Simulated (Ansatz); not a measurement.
Cost and result for the atomization energy of C4H7B (`C#CBCC`) (12 atoms, 11 bonds).

```xyz
12

C     0.0357    2.3514   -2.1669
C     0.0358    1.6799   -1.1618
B     0.0235    0.8384    0.0960
C     0.1829   -0.7094    0.0396
C    -0.2259   -1.4905    1.2812
H     0.0352    2.9472   -3.0506
H    -0.0654    1.4090    1.1473
H     1.2660   -0.8367   -0.1423
H    -0.2784   -1.1177   -0.8664
H     0.2769   -1.1064    2.1720
H     0.0150   -2.5525    1.1929
H    -1.3013   -1.4125    1.4588
```

The species carries charge 0 and has multiplicity 1. The structure was optimised at the PBE0-D4/def2-TZVP level. It is one conformer, not always the lowest. Program: Ansatz. All runs use 4 threads of an Arm Neoverse V1 on a shared host. Times are those of one run each, without the atoms' runs, and a repeat can differ threefold. Electronic energies, without spin–orbit coupling; frozen cores. CCSD(T)/CBS adds CCSD(T) − MP2 in def2-TZVPP to the MP2 limit, and its time is that of the two runs behind it. T1 = 0.012. HSE06 is the plane-wave form, built on full-range PBE exchange.

CCSD(T)/CBS is a level of theory with its own doubt, some kJ/mol a heavy atom from the limit and from the frozen cores, so smaller differences don't rank the functionals.

```tsv
level	functions	wall time
revPBE-D4/def2-TZVPP	253	2 s
HSE06-D4/def2-TZVPP	253	2.4 s
PBE-D4/def2-TZVPP (with forces)	253	2.5 s
BHLYP-D4/def2-TZVPP	253	2.5 s
CAM-B3LYP-D4/def2-TZVPP	253	2.8 s
r2SCANh-D4/def2-TZVPP	253	4.2 s
r2SCAN-D4/def2-TZVPP (with forces)	253	4.2 s
CCSD(T)/def2-SVP	105	4.7 s
B2PLYP/def2-TZVPP	253	4.8 s
ωB97X-V/def2-TZVPP	253	7 s
MP2/def2-QZVPP	495	22 s
CCSD(T)/def2-TZVPP	253	2.1 min
CCSD(T)/CBS(def2)	–	2.5 min
```

(1) What atomization energy does each give, and how far from CCSD(T)/CBS? (Estimate.)

Results:

(1) The calculation gave: 
| level | atomization (kJ/mol) | difference from CCSD(T)/CBS | per bond |
| --- | --- | --- | --- |
| revPBE-D4/def2-TZVPP | 4966.6 | 18.4 | 1.7 |
| HSE06-D4/def2-TZVPP | 5011.5 | 63.3 | 5.8 |
| PBE-D4/def2-TZVPP (with forces) | 5082.1 | 133.9 | 12.2 |
| BHLYP-D4/def2-TZVPP | 4856.0 | -92.2 | -8.4 |
| CAM-B3LYP-D4/def2-TZVPP | 4990.4 | 42.2 | 3.8 |
| r2SCANh-D4/def2-TZVPP | 4963.7 | 15.5 | 1.4 |
| r2SCAN-D4/def2-TZVPP (with forces) | 4988.3 | 40.1 | 3.6 |
| CCSD(T)/def2-SVP | 4773.1 | -175.1 | -15.9 |
| B2PLYP/def2-TZVPP | 4937.8 | -10.4 | -0.9 |
| ωB97X-V/def2-TZVPP | 4957.5 | 9.3 | 0.8 |
| MP2/def2-QZVPP | 4992.2 | 44.0 | 4.0 |
| CCSD(T)/def2-TZVPP | 4843.3 | -104.9 | -9.5 |
| CCSD(T)/CBS(def2) | 4948.2 | 0.0 | 0.0 |

From r2SCAN to r2SCAN0 (25 % exact exchange), in def2-TZVPP and without D4, the atomization energy moves by −60.4 kJ/mol: exact exchange takes away binding that semilocal exchange gives to molecules. In def2-TZVPP, CCSD(T) changes the Hartree–Fock value by +1064.0 kJ/mol (the triples alone add +68.7 kJ/mol) and MP2 by +1151.2 kJ/mol; breaking electron pairs costs correlation energy, which Hartree–Fock lacks. At CCSD(T), def2-SVP lies −175.1 kJ/mol from the extrapolated value and def2-TZVPP −104.9 kJ/mol: correlation converges slowly with the basis, and small sets miss more of it in the bonded molecule than in its fragments.
